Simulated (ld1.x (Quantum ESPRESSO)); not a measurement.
iron (Fe): one change to an ultrasoft potential, before and after

ld1.x (Quantum ESPRESSO) 7.5 input, shortened:

```
&input
   title='Fe', zed=26., rel=1, dft='PBE', iswitch=3,
   config='[Ar] 3d6 4s1 4p0'
 /
 &inputp
   pseudotype=3, tm=.true., lloc=-2, rcloc=1.05,
   nlcc=.false.,
   which_augfun='PSQ', rmatch_augfun_nc=.true.
 /
6
3S  1  0   2.00   0.00  1.15  1.30  0.0
4S  2  0   1.00   0.00  1.15  1.30  0.0
3P  2  1   6.00   0.00  1.65  1.90  0.0
4P  3  1   0.00   0.00  1.65  1.90  0.0
3D  3  2   6.00   0.00  1.20  1.60  0.0
3D  3  2   0.00   0.20  1.20  1.60  0.0
 &test
   configts(1)='3s2 3p6 3d6 4s1 4p0'
 /
```

Change: waves 3p (bound): rcut 1.65, rcutus 1.96 bohr; 4p (bound): rcut 1.65, rcutus 1.96 bohr.

Cutoffs: the cutoffs (Ry, on a coarse ladder) from which the occupation-weighted sum of valence levels, in a spherical-Bessel basis at the reference potential, stays within 10 and 1 mRy of its value at 400 Ry; they do not see the model core or the augmentation charge, which bear on the density cutoff. Errors are all-electron minus pseudo energies relative to the spin-unpolarised reference configuration.

Predict the effect on cutoff, ghosts and configuration errors.

The potential gets neither clearly harder nor softer (45 Ry and 70 Ry → 45 Ry and 70 Ry); the s channel sets the loose cutoff, while the largest relative change is in p, which becomes softer; the number of tests that count goes from 7 to 4; the errors of the 4 common tests hardly move; neither file shows a bound ghost at the reference potential, the only one tested.

| quantity | base | changed |
| --- | --- | --- |
| cutoff, loose | 45 Ry | 45 Ry |
| cutoff, tight | 70 Ry | 70 Ry |
| loose cutoff by channel (10 mRy a level) | s 40 Ry, p 21 Ry, d 35 Ry | s 40 Ry, p 18 Ry, d 35 Ry |
| bound ghosts | none | none |
| tests counted (converged, no solver errors) | 7 of 7 | 4 of 7 |
| error for 3s2 3p6 3d6 4s2 4p0, meV [ΔE -8.73 eV] | +0.7 | +0.7 |
| error for 3s2 3p6 3d6 4s0 4p0, meV [ΔE 16.20 eV] | -1.8 | -1.9 |
| error for 3s2 3p6 3d5 4s0 4p0, meV [ΔE 50.43 eV] | +22 | +19 |
| error for 3s2 3p6 3d5 4s2 4p0, meV [ΔE 5.48 eV] | +34 | +31 |
| lowest overlap eigenvalue by channel | s 0.08, p 0.74, d 0.76 | s 0.08, p 0.74, d 0.76 |

Changed file: Tests not counted: 3s2 3p6 3d6 4s1 4p1 (solver errors, printed error -2.5 eV); 3s2 3p6 3d6 4s0 4p1 (solver errors, printed error -3.1 eV); 3s2 3p6 3d5 4s2 4p1 (solver errors, printed error -2.8 eV).
